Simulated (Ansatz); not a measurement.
Process, species as SMILES: OB(F)F → [O-]B(F)F + H+
Each molecule is optimised on its own at B3LYP-D3(BJ)/def2-TZVP (Ansatz, a first-principles code), one conformer each, not searched for the lowest. Frequencies are from Ansatz.

Quantity: gas-phase deprotonation energy (enthalpy at 298 K, with B3LYP-D3(BJ) rigid-rotor harmonic-oscillator terms), in kcal/mol. Valence correlation only, unless marked. No spin-orbit coupling. Non-relativistic. Anions need diffuse functions: aug- sets have them; def2-D sets add few; the other sets have none. Basis-set limits of correlation are two-point, X^-3; Hartree-Fock from the larger set. [CCSD(T)-MP2]/basis is that difference in the basis named.

RI-MP2/CBS(aug-cc-pVTZ,aug-cc-pVQZ)+[CCSD(T)-MP2]/aug-cc-pVTZ (Ansatz) gives 347.9 kcal/mol.

Q: Another calculation gave 344.7 kcal/mol. Which level was it?
A) B2PLYP/def2-TZVPD (Ansatz)
B) BLYP/def2-TZVPD (Ansatz)
C) SVWN5/def2-TZVPD (Ansatz)
D) B97M-V/def2-TZVPD (Ansatz)

A: A, B2PLYP/def2-TZVPD (Ansatz). The others give 349.3 (B97M-V), 341.7 (BLYP), 339.0 (SVWN5) kcal/mol.
